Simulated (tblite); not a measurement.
Isomers of C7H4ClNS. Calculated harmonic vibrations of the isolated species, GFN2-xTB (tblite), most abundant isotopes, no scaling. The method is semi-empirical: single wavenumbers can be off by several per cent or more. One conformer each.

Electronic energies: GFN2-xTB at the same geometries; isomer energies are rough at this level and their order can be wrong.

| SMILES | electronic energy, lowest = 0 (kJ/mol) |
| --- | --- |
| Clc1cccc2ncsc12 | 1.2 |
| Clc1ccc2scnc2c1 | 0.0 |
| Clc1nsc2ccccc12 | 16.7 |

How do GFN2-xTB zero-point energies change the relative energies?

| SMILES | ZPE (kJ/mol) | of it from modes above 1550 cm⁻¹ | electronic (kJ/mol) | with ZPE, lowest = 0 (kJ/mol) | lowest mode (cm⁻¹) | rings |
| --- | --- | --- | --- | --- | --- | --- |
| Clc1ccc2scnc2c1 | 235.9 | 84.2 | 0.0 | 0.0 | 99 | 2 |
| Clc1cccc2ncsc12 | 236.1 | 84.2 | 1.2 | 1.4 | 117 | 2 |
| Clc1nsc2ccccc12 | 236.4 | 93.0 | 16.7 | 17.2 | 122 | 2 |

The zero-point energies span 0.5 kJ/mol, from `Clc1ccc2scnc2c1` to `Clc1nsc2ccccc12`. The order is unchanged.

What do entropy and thermal enthalpy add at 298.15 K and 1 bar (rigid rotor, harmonic oscillator, one conformer each)?

```tsv
SMILES	point group	symmetry number	S (J/(mol K))	H − H(0) (kJ/mol)	ZPE + H − H(0) − TS (kJ/mol)
Clc1ccc2scnc2c1	Cs	1	371.3	23.08	148.3
Clc1cccc2ncsc12	Cs	1	371.7	23.15	148.4
Clc1nsc2ccccc12	Cs	1	371.9	23.17	148.6
```
